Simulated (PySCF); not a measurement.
Cd(I)(Et) (C₂H₅CdI), SMILES C[CH2][Cd][I].

Geometry optimised at PBE0-D3(BJ)/def2-SVP. The structure was generated by enumeration; whether it is a known compound was not checked. The def2 effective core potentials stand for the cores of Cd, I; spin–orbit coupling is left out. One conformer was computed; it need not be the lowest.

Calculation: B3LYP/def2-TZVP in PySCF.

Gas-phase values at a fixed geometry.

- total energy = -544.93218 hartree
- point group = Cs
- highest occupied level = -7.00 eV
- lowest empty level = -1.33 eV
- orbital gap = 5.67 eV
- dipole moment = 3.05 D
- quadrupole, principal values (traceless, Buckingham form, about the centre of nuclear charge) = -2.58, 1.01, 1.57 D·Å
- mean static polarisability = 94.5 bohr³ (14.00 Å³)
- polarisability, principal values = 67.2, 70.3, 146.0 bohr³
